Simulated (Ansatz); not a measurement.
Total energies of BFH2O2Si.

Cartesian coordinates in Å:
```
F -2.277 0.770 -0.605
B -1.075 0.363 -0.285
O -0.652 -0.037 0.976
Si 0.831 -0.281 0.221
O 0.010 0.254 -1.147
H 1.904 0.623 0.679
H 1.259 -1.692 0.161
```

Charge 0, multiplicity 1. The geometry is a stationary point of PBE0-D4/def2-TZVP. Basis def2-TZVPP, the Gaussian-basis code of Ansatz.

RPA on PBE orbitals: Hartree–Fock energy of these orbitals -564.24530 Eh, correlation -1.41444 Eh (frozen core).

| functional | energy without D4 (Eh) | D4 term (kJ/mol) |
| --- | --- | --- |
| BLYP | -566.13871 | -29.8 |
| CAM-B3LYP | -566.10990 | -11.0 |

(1) Give the same for LDA (SPW92), PBE, revPBE, r2SCAN, B97M-V, PBE0, B3LYP, r2SCANh, r2SCAN0, HSE06 (plane-wave form), BHLYP, LC-ωPBE, ωB97X-V, ωB97M-V, B2PLYP, PBE-QIDH. (Best estimate.)

B3LYP takes the VWN-RPA correlation (the form of Gaussian; ORCA's B3LYP/G). HSE06 is the plane-wave form, built on full-range PBE exchange. The double hybrids freeze the cores in their second-order part.

Answers

(1) The calculation gave: 
```csv
functional,energy without D4 (Eh),D4 term (kJ/mol)
LDA (SPW92),-563.04660,–
PBE,-565.73619,-13.1
revPBE,-566.01902,-42.8
r2SCAN,-566.02946,-3.0
B97M-V,-566.03956,–
PBE0,-565.76974,-10.9
B3LYP,-566.20539,-21.4
r2SCANh,-566.01295,-3.2
r2SCAN0,-565.98936,-3.5
HSE06 (plane-wave form),-565.75139,-10.1
BHLYP,-566.07006,-16.0
LC-ωPBE,-565.92427,–
ωB97X-V,-566.04618,–
ωB97M-V,-566.09569,–
B2PLYP,-565.89768,–
PBE-QIDH,-565.65506,–
```

LC-ωPBE has ω = 0.4 bohr⁻¹.
